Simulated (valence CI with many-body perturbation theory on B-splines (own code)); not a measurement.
Values are calculated unless marked as measured or tabulated.
**Level structure of Nb19+**

Level of theory: relativistic CI+MBPT: four valence electrons over a frozen Dirac-Fock core [Ar], a basis of 9 s, 9 p, 10 d, 8 f, 5 g, 3 h, 1 i functions for each j, with the one-electron correlation potential Σ1 (screened to all orders), the two-electron term Σ2, the three-electron term Σ3, Breit, model QED; selected single and double excitations, second order for the rest (own B-spline code, finite nucleus).

No measured spectrum was set against this ion. As an estimate, terms of the open shell hold to 2 to 4 % of their energy, and close levels can change places. Core correlation moves these levels by up to 9400 cm⁻¹, and in measured spectra 5 to 20 % of such shifts remained as error; rates that hang on mixing are uncertain with them. Only levels of the ground parity were solved; by the run's estimate the other parity begins above the list, which can be wrong where configurations are misplaced.

Levels 1 to 34 of 34, with energies above the lowest level, 3d4 5D_0. "Leading %" is the weight of the configuration and term that name the level; weights of strongly mixed levels are sums over their largest components and can fall short. In the jj column 3d3/2^4 stands for four electrons in 3d with j = 3/2.

| No. | Configuration | Term | J | E (cm⁻¹) | Leading % | Leading jj | g |
| --- | --- | --- | --- | --- | --- | --- | --- |
| 1 | 3d4 | 5D | 0 | 0 | 81 | 3d3/2^4 (59 %) |  |
| 2 | 3d4 | 5D | 1 | 8141 | 91 | 3d3/2^3 3d5/2 (76 %) | 1.497 |
| 3 | 3d4 | 5D | 2 | 17148 | 96 | 3d3/2^2 3d5/2^2 (64 %) | 1.488 |
| 4 | 3d4 | 5D | 3 | 25617 | 95 | 3d3/2^2 3d5/2^2 (53 %) | 1.480 |
| 5 | 3d4 | 5D | 4 | 33103 | 88 | 3d3/2^2 3d5/2^2 (42 %) | 1.465 |
| 6 | 3d4 | 3P | 0 | 65383 | 69 | 3d3/2^2 3d5/2^2 (52 %) |  |
| 7 | 3d4 | 3H | 4 | 73661 | 60 | 3d3/2^3 3d5/2 (66 %) | 0.924 |
| 8 | 3d4 | 3P | 1 | 87516 | 87 | 3d3/2^2 3d5/2^2 (52 %) | 1.438 |
| 9 | 3d4 | 3H | 5 | 87786 | 81 | 3d3/2^2 3d5/2^2 (96 %) | 1.063 |
| 10 | 3d4 | 3G | 3 | 87929 | 57 | 3d3/2^2 3d5/2^2 (52 %) | 0.903 |
| 11 | 3d4 | 3F | 2 | 91270 | 85 | 3d3/2^2 3d5/2^2 (54 %) | 0.730 |
| 12 | 3d4 | 3H | 6 | 94510 | 85 | 3d3/2^2 3d5/2^2 (78 %) | 1.139 |
| 13 | 3d4 | 3F | 4 | 101560 | 40 | 3d3/2 3d5/2^3 (47 %) | 1.078 |
| 14 | 3d4 | 3P | 2 | 108820 | 67 | 3d3/2^2 3d5/2^2 (63 %) | 1.378 |
| 15 | 3d4 | 3G | 4 | 109530 | 47 | 3d3/2^2 3d5/2^2 (80 %) | 1.080 |
| 16 | 3d4 | 3F | 3 | 114110 | 60 | 3d3/2 3d5/2^3 (66 %) | 0.970 |
| 17 | 3d4 | 3G | 5 | 123010 | 81 | 3d3/2 3d5/2^3 (96 %) | 1.166 |
| 18 | 3d4 | 3D | 3 | 123810 | 85 | 3d3/2^2 3d5/2^2 (43 %) | 1.280 |
| 19 | 3d4 | 3D | 2 | 130100 | 44 | 3d3/2 3d5/2^3 (48 %) | 1.176 |
| 20 | 3d4 | 1I | 6 | 134060 | 85 | 3d3/2 3d5/2^3 (78 %) | 1.023 |
| 21 | 3d4 | 3D | 1 | 135530 | 93 | 3d3/2 3d5/2^3 (67 %) | 0.568 |
| 22 | 3d4 | 1G | 4 | 149700 | 57 | 3d5/2^4 (55 %) | 1.048 |
| 23 | 3d4 | 1S | 0 | 151510 | 83 | 3d3/2 3d5/2^3 (73 %) |  |
| 24 | 3d4 | 1D | 2 | 163590 | 56 | 3d3/2^2 3d5/2^2 (54 %) | 1.060 |
| 25 | 3d4 | 1F | 3 | 173390 | 77 | 3d3/2 3d5/2^3 (68 %) | 1.031 |
| 26 | 3d4 | 3P | 2 | 193520 | 86 | 3d3/2^2 3d5/2^2 (56 %) | 1.416 |
| 27 | 3d4 | 3F | 4 | 199870 | 87 | 3d3/2^2 3d5/2^2 (72 %) | 1.216 |
| 28 | 3d4 | 3F | 2 | 206090 | 84 | 3d3/2^2 3d5/2^2 (41 %) | 0.737 |
| 29 | 3d4 | 3F | 3 | 209380 | 84 | 3d3/2 3d5/2^3 (93 %) | 1.072 |
| 30 | 3d4 | 3P | 1 | 213470 | 99 | 3d3/2 3d5/2^3 (90 %) | 1.490 |
| 31 | 3d4 | 3P | 0 | 223040 | 94 | 3d5/2^4 (55 %) |  |
| 32 | 3d4 | 1G | 4 | 228850 | 88 | 3d3/2 3d5/2^3 (77 %) | 1.023 |
| 33 | 3d4 | 1D | 2 | 290260 | 97 | 3d3/2^2 3d5/2^2 (50 %) | 0.998 |
| 34 | 3d4 | 1S | 0 | 369390 | 97 | 3d3/2^2 3d5/2^2 (57 %) |  |

Names give the largest LS component (configuration and term), which can be under half, so a name can repeat, a term be missing and a line seem to break the LS rules; names also repeat where a configuration has a term twice.

The ionisation energy to 3d3 4F_3/2 of the next ion comes out as 816.15 eV (NIST: 816 ± 4 eV (theoretical)). All 34 levels together are meant to be complete up to 384140 cm⁻¹.
